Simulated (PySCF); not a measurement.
# Computed vibrations of [Pr(CH3)2]+

[Pr(CH3)2]+ (singlet in the valence; each metal's 4f electrons, 2 of them, lie in its core potential, out of spins and levels). PySCF 2.14.0, RKS PBE0, Pr lcecp-1-SVP with ECP48, C def2-SVP, H def2-SVP; non-relativistic Hamiltonian with scalar-relativistic core potentials where named; density fitting; no spin-orbit coupling. Central differences of gradients.

```xyz
9

Pr    0.0000    0.0000   -0.2658
C     1.8283   -0.1196    1.1948
H     2.6691    0.5213    0.8632
H     1.5495    0.1988    2.2175
H     2.2258   -1.1516    1.2766
C    -1.8283    0.1196    1.1948
H    -2.6691   -0.5213    0.8632
H    -1.5495   -0.1988    2.2175
H    -2.2258    1.1516    1.2766
```

Run from Python with OMP_NUM_THREADS=2. Where DIIS fails, smearing, a level shift and second-order steps follow.
It took 89 s on 2 threads of Arm Neoverse V2 (shared host).

Q: What are the harmonic wavenumbers and infrared intensities?

A: Modes are labelled in C2; negative numbers are unstable modes, those under 60 cm⁻¹ near the noise; a finer grid moves soft modes by up to 10 cm⁻¹.
| cm⁻¹ | km/mol | symmetry |
| --- | --- | --- |
| 32 | 0.1 | a |
| 37 | 0.2 | b |
| 123 | 0.5 | a |
| 303 | 0.0 | a |
| 318 | 32.9 | b |
| 361 | 9.4 | b |
| 434 | 0.0 | a |
| 455 | 125.7 | b |
| 483 | 42.3 | a |
| 1154 | 8.4 | b |
| 1158 | 4.5 | a |
| 1369 | 12.7 | b |
| 1371 | 21.1 | a |
| 1380 | 22.4 | b |
| 1382 | 0.8 | a |
| 2996 | 9.9 | b |
| 2998 | 5.1 | a |
| 3096 | 0.0 | a |
| 3096 | 2.5 | b |
| 3111 | 0.1 | b |
| 3114 | 0.0 | a |

Q: Is this a minimum?

A: Yes, within the noise of the softest modes. Ideal gas at 298.15 K and 1 bar: S = 368.9 J/(mol K), Cp = 99.0 J/(mol K), H − H(0 K) = 21.6 kJ/mol (rigid rotor, harmonic modes, spin degeneracy alone, that of the 4f electrons in the core included; the modes under 60 cm⁻¹ make these uncertain).

An lcecp potential fixes the number of 4f electrons, so in runs with it no electron can move into or out of that shell.
